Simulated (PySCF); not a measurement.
## A PySCF run on SnP⁻

State: ¹Σ⁺ (singlet), closed shell.

An equivalent input (the run itself took its basis sets from the Basis Set Exchange, started from a PBE0 density and held the occupation σ 9α 9β, πx 4α 4β, πy 4α 4β, δx 1α 1β, δy 1α 1β):

```python
from pyscf import gto, scf, cc
mol = gto.M(atom='Sn 0 0 0; P 0 0 2.266', basis={'Sn': 'def2-SVPD', 'P': 'def2-SVPD'}, ecp={'Sn': 'def2-SVPD'},
            charge=-1, spin=0, verbose=4, symmetry='C2v')
mf = scf.RHF(mol)
mf.irrep_nelec = {'A1': 20, 'A2': 2, 'B1': 8, 'B2': 8}
mf.conv_tol = 1e-9
mf.max_cycle = 60
mf.diis_space = 10
mf.kernel()
mycc = cc.CCSD(mf, frozen=[0, 1, 2, 3, 4, 5, 6, 7, 8, 55])
mycc.run(conv_tol=1e-7, conv_tol_normt=1e-5, max_cycle=80, diis_space=8)
et = mycc.ccsd_t()
```

The SCF ended at -553.99759315 hartree. The coupled-cluster part of the log:

```
******** <class 'pyscf.cc.ccsd.CCSD'> ********
CC2 = 0
CCSD nocc = 10, nmo = 46
frozen orbitals [0, 1, 2, 3, 4, 5, 6, 7, 8, 55]
max_cycle = 80
direct = 0
conv_tol = 1e-07
conv_tol_normt = 1e-05
diis_space = 8
diis_start_cycle = 0
diis_start_energy_diff = 1e+09
Init t2, MP2 energy = -554.238247991802  E_corr(MP2) -0.240654841892443
Init E_corr(CCSD) = -0.240654841897402
cycle = 1  E_corr(CCSD) = -0.237506956110069  dE = 0.00314788579  norm(t1,t2) = 0.0791587
cycle = 2  E_corr(CCSD) = -0.249597299213896  dE = -0.0120903431  norm(t1,t2) = 0.0368659
cycle = 3  E_corr(CCSD) = -0.24920115095728  dE = 0.000396148257  norm(t1,t2) = 0.0197956
cycle = 4  E_corr(CCSD) = -0.251216543490719  dE = -0.00201539253  norm(t1,t2) = 0.009215
cycle = 5  E_corr(CCSD) = -0.251579829446863  dE = -0.000363285956  norm(t1,t2) = 0.00265124
cycle = 6  E_corr(CCSD) = -0.251354961765851  dE = 0.000224867681  norm(t1,t2) = 0.000929016
cycle = 7  E_corr(CCSD) = -0.251364740301627  dE = -9.77853578e-06  norm(t1,t2) = 0.000234568
cycle = 8  E_corr(CCSD) = -0.251374041329594  dE = -9.30102797e-06  norm(t1,t2) = 8.40632e-05
cycle = 9  E_corr(CCSD) = -0.251371620439813  dE = 2.42088978e-06  norm(t1,t2) = 2.92691e-05
cycle = 10  E_corr(CCSD) = -0.251370874399222  dE = 7.4604059e-07  norm(t1,t2) = 1.01067e-05
cycle = 11  E_corr(CCSD) = -0.251371074820614  dE = -2.00421392e-07  norm(t1,t2) = 2.82603e-06
cycle = 12  E_corr(CCSD) = -0.25137105873696  dE = 1.60836547e-08  norm(t1,t2) = 1.11558e-06
CCSD converged
E(CCSD) = -554.2489642086468  E_corr = -0.2513710587369596
CCSD(T) correction = -0.0176508228222465
```

T1 diagnostic 0.018, D1 0.049, 20 electrons correlated, 1 of the virtual orbitals (those above 20 hartree) left out.

Repeating this along the bond gives Re = 2.310 Å and ωe = 430 cm⁻¹.

A point of this curve took 2.4 CPU seconds beside 0.34 for the integrals, on Oxide Virtual Turin-like (shared host).

Correlated steps freeze 9 core orbitals. Spin–orbit coupling is left out.
